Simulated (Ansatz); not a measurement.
Start from `N[Si](O)(O)O` and change one atom or group to get `O[Si](O)(O)S`.

Ansatz, PBE0-D4/def2-TZVP geometries, multiplicity 1. Each molecule was computed in one conformer, which needn't be the lowest.

```csv
property,`N[Si](O)(O)O`
LUMO energy (PBE0/def2-TZVPP) / eV,0.59
HOMO–LUMO gap (ωB97M-V/def2-TZVPP) / eV,12.03
LUMO energy (B3LYP/def2-TZVPP) / eV,0.20
"ideal-gas entropy at 298 K and 1 bar (rigid rotor, harmonic PBE0-D4/def2-TZVP) / J/(mol·K)",342
HOMO energy (B3LYP/def2-TZVPP) / eV,-7.33
HOMO energy (ωB97M-V/def2-TZVPP) / eV,-10.02
```

Q: What does the change do to each property? (An estimate is asked.)

A: Ansatz gave: 
| property | `O[Si](O)(O)S` | shift |
| --- | --- | --- |
| LUMO energy (PBE0/def2-TZVPP) / eV | 0.34 | -0.25 |
| HOMO–LUMO gap (ωB97M-V/def2-TZVPP) / eV | 11.67 | -0.36 |
| LUMO energy (B3LYP/def2-TZVPP) / eV | -0.03 | -0.23 |
| ideal-gas entropy at 298 K and 1 bar (rigid rotor, harmonic PBE0-D4/def2-TZVP) / J/(mol·K) | 353 | 11 |
| HOMO energy (B3LYP/def2-TZVPP) / eV | -7.32 | 0.01 |
| HOMO energy (ωB97M-V/def2-TZVPP) / eV | -9.81 | 0.21 |

The zero-point energy changes by -44.1 kJ/mol with -3 modes.

B3LYP here is the variant with VWN-RPA as its local correlation; programs differ in this.
